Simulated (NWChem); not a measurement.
System: Cd

Computed with NWChem. Medium grid unless said otherwise, to which SCAN and Minnesota functionals are sensitive. def2 effective core potentials on Cd; no spin-orbit coupling. Total energies of different functionals are on different scales.

```
level                                 energy (Ha)  highest occupied level (eV)  orbital gap (eV)
------------------------------------  -----------  ---------------------------  ----------------
B3LYP/def2-SVP                          -167.8050                        -6.35              5.64
PBE/def2-SVP                            -167.7465                        -5.65              4.62
LDA (Slater exchange, VWN5)/def2-SVP    -167.4553                        -5.97              4.79
B97-2/def2-SVP                          -167.9367                        -6.17              5.72
N12/def2-SVP                            -168.2118                        -5.46              4.63
TPSSh/def2-SVP                          -167.6711                        -5.86              5.19
BP86/def2-SVP                           -167.8548                        -5.84              4.73
SCAN/def2-SVP                           -167.7764                        -5.93              5.21
Hartree-Fock/def2-SVP                   -166.8466                        -7.64              9.18
KT2/def2-SVP                            -168.7610                        -5.64              4.61
M06-L/def2-SVP                          -167.8575                            ?                 ?
```

Task: Fill in the missing entries.

Result: 
- M06-L/def2-SVP, highest occupied level (eV): -5.50
- M06-L/def2-SVP, orbital gap (eV): 4.98
